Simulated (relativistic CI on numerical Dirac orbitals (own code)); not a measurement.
Hyperfine structure of Pr XXIII, mass number 141

Computed by Dirac-Coulomb-Breit CI, orbitals from a KLI potential per configuration, model QED (radiative potential, 1s self-energy scaled to tabulated hydrogen-like ionisation energies), unscaled Slater integrals (own radial code, finite nucleus).

Configuration list (outside the closed core [Ar] 3d10): 4s²4p⁶4d, 4s²4p⁵4d², 4s²4p⁶4f, 4s4p⁶4d², 4s²4p⁵4d4f, 4s4p⁶4d4f, 4s²4p⁶5s, 4s²4p⁶5p, 4s²4p⁶5d, 4s²4p⁵4d5s, 4p⁶4d³, 4p⁵4d⁴, 4p⁵4d³4f. Double excitations out of closed p, d and f shells are left out; levels of such configurations are missing from the list, as are those of other unlisted configurations, and high levels can miss mixing partners. These lack a partner that the ground configuration has and come out too high: 4s²4p⁵4d5s.

Nuclear spin I = 5/2, μ = 4.266 μN, Q = -0.0589 b (tables of Stone and Pyykkö). The electronic factors are computed for point nuclear moments, without core polarisation or the Bohr-Weisskopf and QED corrections.

```csv
Level,E (cm⁻¹),A (MHz),B (MHz)
4s²4p⁶4d ²D3/2,0,15790,-356
4s²4p⁶4d ²D5/2,40701,6574,-460
4s²4p⁵4d² ⁴D°1/2,785103,4072,
4s²4p⁵4d² ⁴D°3/2,789841,17170,-827
4s²4p⁵4d² ⁴D°7/2,835425,12880,446
4s²4p⁵4d² ⁴G°9/2,838419,17410,2080
4s²4p⁵4d² ⁴P°3/2,849805,27580,1590
4s²4p⁵4d² ⁴G°11/2,851700,15460,1950
```

Levels with J = 0, under 50 % of one LS term, or S terms without an open s electron are left out. Small factors come from cancelling terms and can be off by tens of per cent or more.

At this charge energies of transitions that change n are usually good to better than 1 %, and those within a shell (Δn = 0) to a few per cent.

(1) Give the hyperfine levels of 4s²4p⁶4d ²D3/2 relative to its centre of gravity.

Results:

(1) With K = F(F + 1) − I(I + 1) − J(J + 1), E = AK/2 + B[¾K(K + 1) − I(I + 1)J(J + 1)]/[2I(2I − 1)J(2J − 1)]: F = 1: -83140, F = 2: -51280, F = 3: -3751, F = 4: 59120 MHz.

LS names give the leading component of a level, which can be under half, so a name can repeat, a term be missing and a line seem to break the LS rules.
